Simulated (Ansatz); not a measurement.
A nudged elastic band was laid between two geometries of C$_{2}$H$_{7}$BOSi (12 atoms, charge 0, multiplicity 1).

Level of theory: Ansatz 0.2.0, RKS CAM-B3LYP/6-31G.

```
movable images  : 5
climbing image  : yes
spring          : 5.0 eV/Å²
optimiser       : quadratic models (default)
start path      : IDPP
force threshold : 0.05 eV/Å
iteration limit : 10
end points      : relaxed
```

Initial state:

```xyz
12
Properties=species:S:1:pos:R:3
C -2.031 1.057 0.216
O -1.370 -0.226 0.084
B -0.046 -0.415 -0.019
C 0.971 -1.560 -0.169
Si 1.836 0.207 -0.111
H -1.296 1.865 0.243
H -2.613 1.042 1.137
H -2.699 1.181 -0.637
H 1.014 -2.111 -1.109
H 1.141 -2.219 0.684
H 2.678 0.473 1.094
H 2.491 0.650 -1.378
```

Final state:

```xyz
12
Properties=species:S:1:pos:R:3
C -1.959 1.070 0.555
O -1.284 -0.212 0.495
B -0.026 -0.412 0.073
C 0.979 -1.559 -0.125
Si 1.724 0.188 -0.642
H -2.241 1.253 1.592
H -2.855 1.007 -0.062
H -1.303 1.865 0.194
H 0.802 -2.281 -0.923
H 1.407 -2.041 0.755
H 2.834 0.698 0.219
H 1.999 0.369 -2.099
```

Q: Which bonds break or form, and what moves?

A: No bond is made or broken. The dihedral H6–C1–O2–B3 goes from -1 to -120°. The two ends are copies of one structure, up to a mirror image or an exchange of like atoms.

Q: Give the energies along the band, and the barrier.

A: The run converged. The highest image is number 3 of 0 to 6, 0.038 eV above the ends, which have the same energy within 2 meV. Another band between the same ends (5 images) ends at a top of the same energy, where a vibrational analysis finds 1 clearly imaginary mode. Limits of this set-up: no polarisation functions.

```
image  path coordinate (Å)  energy (eV)  dihedral H6–C1–O2–B3 (°)
    0                 0.00        0.000                        -1
    1                 0.57        0.010                       -20
    2                 1.14        0.029                       -40
    3                 1.71        0.038                       -60
    4                 2.28        0.028                       -81
    5                 2.86        0.009                      -101
    6                 3.43        0.000                      -120
```

Q: What is the geometry of the highest image?

A: 
```xyz
12
Properties=species:S:1:pos:R:3
C -1.974 1.071 0.496
O -1.308 -0.219 0.435
B -0.032 -0.412 0.063
C 0.970 -1.563 -0.121
Si 1.754 0.188 -0.561
H -1.459 1.724 1.202
H -2.992 0.885 0.830
H -1.981 1.535 -0.492
H 0.822 -2.265 -0.942
H 1.356 -2.070 0.766
H 2.829 0.667 0.359
H 2.091 0.404 -2.001
```

The band took 4 iterations and of the order of 110 core-seconds.

Time of the run: 110 s on 1 thread of Arm Neoverse V1, on a shared host, peak memory 0.16 GiB.
